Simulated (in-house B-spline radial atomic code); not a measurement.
# Ionising the zinc ion Zn²⁺ with different functionals

Computed with a B-spline radial code for spherical atoms: four-component Dirac-Coulomb Hamiltonian, Fermi nucleus of rms radius 3.9283 fm, spin-restricted, spherical fractional occupations for the functionals, and exact exchange of hybrids averaged over the configuration. The ionisation energy is the difference of two self-consistent energies, [Ar] 3d10 → [Ar] 3d9, without Breit or QED terms; ε is the level of the shell that loses the electron (mean over j). The electron is taken from both j subshells in proportion to 2j + 1, so the result is a j average, not the step between ground levels.

| method | rung | ΔSCF (eV) | -ε(3d) (eV) |
| --- | --- | --- | --- |
| B97-1 | global hybrid | 40.00 | 33.20 |
| PBE0 | global hybrid | 39.95 | 33.70 |
| wB97X | range-separated hybrid | 39.86 | 36.03 |
| HSE06 | range-separated hybrid | 39.94 | 33.27 |

Problem. Among the functionals, which spreads more, the ΔSCF values or the orbital energies?

Solution. The orbital energies: ΔSCF values span about 0.14 eV and the orbital energies 2.84 eV; here energy differences depend much less on the functional than eigenvalues do.

Problem. How do they compare with the NIST value?

Solution. NIST lists 39.723 eV (measured, ground level to ground level). Errors run from +0.13 to +0.28 eV; wB97X is closest (+0.13 eV), but part of that can be cancellation, since the calculations leave out Breit-QED terms, spin polarisation, the choice among j levels, multiplet and fine-structure energies.
